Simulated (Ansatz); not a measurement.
Geometry optimisation, RKS PBE0-D4/def2-SVP in Ansatz 0.2.0.

Input file:

```yaml
crystal:
  periodic: [false, false, false]
  atoms:
    - { symbol: B, position_ang: [0.0, 0.0, 0.0] }
    - { symbol: Cl, position_ang: [0.0, 0.0, 1.86] }
    - { symbol: O, position_ang: [1.2211, 0.0, -0.705] }
    - { symbol: H, position_ang: [1.5209, -0.9519, -0.8599] }
    - { symbol: O, position_ang: [-1.2211, 0.0, -0.705] }
    - { symbol: H, position_ang: [-1.7308, -0.8467, -0.4965] }
basis:
  gaussian: { orbitals: def2-SVP }
hamiltonian:
  xc: pbe0
  dispersion: d4
relax:
  f_tol: 0.02
  max_steps: 40
```

Run as:

```bash
$ ansatz run input.yaml --threads 1 --pin off --max-ram 2048MiB --backend cpu --events-out ev --progress --plain --runs-dir out
```

Problem. Where does it end, and by what steps?

Solution. The run converged. After 9 steps the energy has fallen by 1.112 eV; H4 moved furthest, 0.65 Å.

```
step  energy less start (eV)  largest force component (eV/Å)  accepted
   0                  0.0000                           2.046       yes
   1                 -0.3464                           2.339       yes
   2                 -0.4739                           2.548       yes
   3                 -0.7436                           0.564       yes
   4                 -0.9104                           0.531       yes
   5                 -0.9071                           2.620        no
   6                 -1.0049                           0.501       yes
   7                 -1.0675                           0.437       yes
   8                 -1.1107                           0.147       yes
   9                 -1.1119                           0.007       yes
```

```xyz
6
Properties=species:S:1:pos:R:3
B 0.068 -0.245 0.073
Cl -0.224 0.127 1.785
O 1.343 -0.281 -0.357
H 1.394 -0.490 -1.297
O -0.965 -0.484 -0.770
H -1.825 -0.427 -0.341
```

Whether the end is a true minimum wasn't checked by a vibrational analysis.

The run took 23 s on 1 thread of Arm Neoverse V2, on a shared host, peak memory 0.14 GiB.
